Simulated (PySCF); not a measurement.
Rows and methods have been separated. Pair them.

Compound: 1,2-dibromopropane, C₃H₆Br₂.
SMILES: `C[C@@H](Br)CBr`

The closed-shell ground state was solved 7 times with PySCF (density fitting, gas phase), always in the def2-SVPD basis (190 functions), with these functionals: B3LYP, BHandHLYP, HF, LC-wPBE, PBE, PBE0 and wB97X-D. One conformer (not necessarily the lowest) at the PBE0-D3(BJ)/def2-SVP geometry, without solvent, vibrations or thermal averaging. Relativistic effects, spin–orbit coupling among them, are left out although an element past zinc is present.

| row | total energy (Eh) | HOMO (eV) | LUMO (eV) | dipole (D) |
| --- | --- | --- | --- | --- |
| P | -5264.7746 | -10.88 | 1.25 | 0.58 |
| Q | -5265.4546 | -9.27 | 0.12 | 0.60 |
| R | -5265.6119 | -7.88 | -1.12 | 0.59 |
| S | -5265.6344 | -10.03 | 0.83 | 0.61 |
| T | -5264.6185 | -6.87 | -1.85 | 0.59 |
| U | -5264.8179 | -8.15 | -0.88 | 0.60 |
| V | -5261.2310 | -11.08 | 2.01 | 0.64 |

**Question.** Which functional belongs to which row?

**Answer.** P = LC-wPBE, Q = BHandHLYP, R = B3LYP, S = wB97X-D, T = PBE, U = PBE0, V = HF. By rising HOMO–LUMO gap: PBE (GGA) 5.02 eV; B3LYP (global hybrid, 20 % exact exchange) 6.76 eV; PBE0 (global hybrid, 25 % exact exchange) 7.27 eV; BHandHLYP (global hybrid, 50 % exact exchange) 9.39 eV; wB97X-D (range-separated hybrid) 10.86 eV; LC-wPBE (range-separated hybrid) 12.13 eV; HF (all exact exchange) 13.09 eV. Total energies of different functionals aren't bounds to one another; each is stationary for its own functional.

Conformer computed: `[CH3:1][C@@H:2]([Br:3])[CH2:4][Br:5]`: C1–C2–C4–Br5 66°.

The pairwise dispersion term of wB97X-D wasn't added to the energies; at a given geometry it leaves orbitals and properties as they are.
